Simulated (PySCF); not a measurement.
## CuBr⁻: from constants to spectrum

UHF constants of CuBr⁻, ²Σ⁺ (doublet), unpaired electrons σ ↑ (PySCF, no relativity, basis sets Cu def2-TZVPPD, Br def2-TZVPPD; masses 62.9296 and 78.9183 u):

- ωe: 164.3 cm⁻¹
- ωexe: 1.15 cm⁻¹
- Be: 0.076444 cm⁻¹
- αe: 0.000626 cm⁻¹
- D (centrifugal): 6.62e-08 cm⁻¹

(1) Give the vibrational terms G(v) and spacings up to v = 6.

Spin–orbit coupling is left out. Hartree–Fock leaves out correlation, which carries a large part of most bond energies and some tenths to 1 eV of ionisation energies. With d or f electrons several states lie close, and the lowest PBE0 determinant need not be the measured ground state.

Answers

(1) G(v) = ωe(v+½) − ωexe(v+½)².

```
v  G(v) (cm⁻¹)  G(v) − G(v−1)  Bv (cm⁻¹)
0         81.9                   0.07613
1        243.9          162.0    0.07551
2        403.6          159.7    0.07488
3        561.0          157.4    0.07425
4        716.1          155.1    0.07363
5        868.9          152.8    0.07300
6       1019.4          150.5    0.07237
```
